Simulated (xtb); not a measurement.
Input file for xtb: GFN2-xTB on InF, 2S+1 = 1, a spin state set in the input, which need not be the lowest, a point of a bond scan (R = 1.854 Å).

```
$ xtb mol.xyz --gfn 2 --sp --chrg 0 --uhf 0
2

F      0.00000000     0.00000000     0.00000000
In     0.00000000     0.00000000     1.85432900
```

It printed:

```
[...]
           -------------------------------------------------
          |                Calculation Setup                |
           -------------------------------------------------



           -------------------------------------------------
          |                 G F N 2 - x T B                 |
           -------------------------------------------------

        Reference                      10.1021/acs.jctc.8b01176
      * Hamiltonian:
        H0-scaling (s, p, d)           1.850000    2.230000    2.230000
        zeta-weighting                 0.500000
      * Dispersion:
        s8                             2.700000
        a1                             0.520000
        a2                             5.000000
        s9                             5.000000
      * Repulsion:
        kExp                           1.500000    1.000000
        rExp                           1.000000
      * Coulomb:
        alpha                          2.000000
        third order                    shell-resolved
        anisotropic                    true
        a3                             3.000000
        a5                             4.000000
        cn-shift                       1.200000
        cn-exp                         4.000000
        max-rad                        5.000000


          ...................................................
          :                      SETUP                      :
          :.................................................:
          :  # basis functions                  14          :
          :  # atomic orbitals                  13          :
          :  # shells                            5          :
          :  # electrons                        10          :
          :  max. iterations                   250          :
          :  Hamiltonian                  GFN2-xTB          :
          :  restarted?                      false          :
          :  GBSA solvation                  false          :
          :  PC potential                    false          :
          :  electronic temp.          300.0000000     K    :
          :  accuracy                    1.0000000          :
          :  -> integral cutoff          0.2500000E+02      :
          :  -> integral neglect         0.1000000E-07      :
          :  -> SCF convergence          0.1000000E-05 Eh   :
          :  -> wf. convergence          0.1000000E-03 e    :
          :  Broyden damping             0.4000000          :
          :  net charge                          0          :
          :  unpaired electrons                  0          :
          ...................................................

 iter      E             dE          RMSdq      gap      omega  full diag
   1     -6.0566177 -0.605662E+01  0.252E+01    6.59       0.0  T
   2     -6.0570039 -0.386196E-03  0.149E+01    6.65       1.0  T
   3     -6.0572091 -0.205255E-03  0.701E-01    6.50       1.0  T
   4     -6.0572173 -0.816596E-05  0.280E-01    6.52       1.0  T
   5     -6.0572191 -0.179446E-05  0.341E-02    6.53       2.1  T
   6     -6.0572191 -0.123425E-07  0.761E-03    6.54       9.3  T
   7     -6.0572191 -0.197680E-08  0.133E-03    6.54      53.2  T
   8     -6.0572191 -0.134014E-09  0.216E-04    6.54     327.6  T
   9     -6.0572191 -0.897060E-12  0.360E-05    6.54    1961.5  T

   *** convergence criteria satisfied after 9 iterations ***

         #    Occupation            Energy/Eh            Energy/eV
      -------------------------------------------------------------
         1        2.0000           -0.7232002             -19.6793
         2        2.0000           -0.5017471             -13.6532
         3        2.0000           -0.4296707             -11.6919
         4        2.0000           -0.4296707             -11.6919
         5        2.0000           -0.4048929             -11.0177 (HOMO)
         6                         -0.1646747              -4.4810 (LUMO)
         7                         -0.1646747              -4.4810
         8                         -0.0742971              -2.0217
         9                         -0.0424697              -1.1557
        10                         -0.0424697              -1.1557
       ...                                ...                  ...
        13                          0.4363504              11.8737
      -------------------------------------------------------------
                  HL-Gap            0.2402182 Eh            6.5367 eV
             Fermi-level           -0.2847838 Eh           -7.7494 eV

 SCC (total)                   0 d,  0 h,  0 min,  0.002 sec
 SCC setup                      ...        0 min,  0.000 sec (  7.733%)
 Dispersion                     ...        0 min,  0.000 sec (  1.359%)
 classical contributions        ...        0 min,  0.000 sec (  1.064%)
 integral evaluation            ...        0 min,  0.000 sec ( 14.246%)
 iterations                     ...        0 min,  0.001 sec ( 58.036%)
 molecular gradient             ...        0 min,  0.000 sec ( 12.251%)
 printout                       ...        0 min,  0.000 sec (  4.835%)

         :::::::::::::::::::::::::::::::::::::::::::::::::::::
         ::                     SUMMARY                     ::
         :::::::::::::::::::::::::::::::::::::::::::::::::::::
         :: total energy              -6.053039245275 Eh    ::
         :: gradient norm              0.044280369466 Eh/a0 ::
         :: HOMO-LUMO gap              6.536669027574 eV    ::
         ::.................................................::
         :: SCC energy                -6.057219088009 Eh    ::
         :: -> isotropic ES            0.033687978105 Eh    ::
         :: -> anisotropic ES          0.003549699916 Eh    ::
         :: -> anisotropic XC         -0.000556571928 Eh    ::
         :: -> dispersion             -0.000444596075 Eh    ::
         :: repulsion energy           0.004179842734 Eh    ::
         :: add. restraining           0.000000000000 Eh    ::
         :: total charge               0.000000000000 e     ::
         :::::::::::::::::::::::::::::::::::::::::::::::::::::

           -------------------------------------------------
          |                Property Printout                |
           -------------------------------------------------

    * Orbital Energies and Occupations

         #    Occupation            Energy/Eh            Energy/eV
      -------------------------------------------------------------
         1        2.0000           -0.7232002             -19.6793
         2        2.0000           -0.5017471             -13.6532
         3        2.0000           -0.4296707             -11.6919
         4        2.0000           -0.4296707             -11.6919
         5        2.0000           -0.4048929             -11.0177 (HOMO)
         6                         -0.1646747              -4.4810 (LUMO)
         7                         -0.1646747              -4.4810
         8                         -0.0742971              -2.0217
         9                         -0.0424697              -1.1557
        10                         -0.0424697              -1.1557
        11                          0.0073458               0.1999
        12                          0.0073458               0.1999
        13                          0.4363504              11.8737
      -------------------------------------------------------------
                  HL-Gap            0.2402182 Eh            6.5367 eV
             Fermi-level           -0.2847838 Eh           -7.7494 eV

     #   Z          covCN         q      C6AA      α(0)
     1   9 F        0.691    -0.435    13.983     4.415
     2  49 In       0.691     0.435   524.869    60.130

 Mol. C6AA /au·bohr⁶  :        675.732171
Note: The following floating-point exceptions are signalling: IEEE_DENORMAL
normal termination of xtb
 Mol. C8AA /au·bohr⁸  :      84740.044533
 Mol. α(0) /au        :         64.545104


Wiberg/Mayer (AO) data.
largest (>0.10) Wiberg bond orders for each atom

 ---------------------------------------------------------------------------
     #   Z sym  total        # sym  WBO       # sym  WBO       # sym  WBO
 ---------------------------------------------------------------------------
     1   9 F    1.026 --     2 In   1.026
     2  49 In   1.026 --     1 F    1.026
 ---------------------------------------------------------------------------

Topologies differ in total number of bonds
Writing topology from bond orders to xtbtopo.mol

molecular dipole:
                 x           y           z       tot (Debye)
 q only:        0.000       0.000       1.523
   full:       -0.000      -0.000       1.547       3.933
molecular quadrupole (traceless):
                xx          xy          yy          xz          yz          zz
 q only:       -2.669       0.000      -2.669       0.000       0.000       5.338
  q+dip:       -2.540       0.000      -2.540      -0.000      -0.000       5.080
   full:       -1.151      -0.000      -1.151      -0.000      -0.000       2.302


           -------------------------------------------------
          | TOTAL ENERGY               -6.053039245275 Eh   |
          | GRADIENT NORM               0.044280369466 Eh/α |
          | HOMO-LUMO GAP               6.536669027574 eV   |
           -------------------------------------------------

------------------------------------------------------------------------
------------------------------------------------------------------------
 total:
 SCF:
```

The run finished.

Cost: very roughly 0.04 core-seconds.
